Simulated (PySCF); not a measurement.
# Nb⁷⁺: ionisation energy

Nb⁷⁺ [Ar] 3d10 4s2 4p4 (3P) → Nb⁸⁺ [Ar] 3d10 4s2 4p3 (4S), as a difference of total energies. Computed with PySCF 2.14 in an uncontracted even-tempered set (22 s from 0.11 bohr⁻², ratio 2.5; 15 p from 0.14 bohr⁻², ratio 2.5; 11 d from 0.24 bohr⁻², ratio 2.5; 5 f from 2.3 bohr⁻², ratio 2.7; 5 g from 3.5 bohr⁻², ratio 2.7), with scalar relativity by spin-free X2C-1e. Correlated levels: outer shells: [Ne] frozen; virtual orbitals above 40 to 60 times the deepest correlated orbital energy dropped. The calculations carry no spin-orbit coupling.

| method | ionisation energy (eV) |
| --- | --- |
| UHF | 135.76 |
| LDA | 137.69 |
| PBE0 | 137.26 |
| r2SCAN | 137.36 |
| MP2 (outer shells) | 136.90 |

Task: Estimate what SCS-MP2 (outer shells) gives.

Result: 136.91 eV, closest to MP2 (outer shells) among the rows shown.

Task: Estimate what PBE gives.

Result: 137.26 eV, closest to PBE0 among the rows shown.

A first-order spin-orbit estimate (lowest level to lowest level, LS coupling) adds 0.782 eV.

For comparison: 136 ± 2.1 eV (theoretical estimate listed by NIST; NIST Atomic Spectra Database, ionization energies).
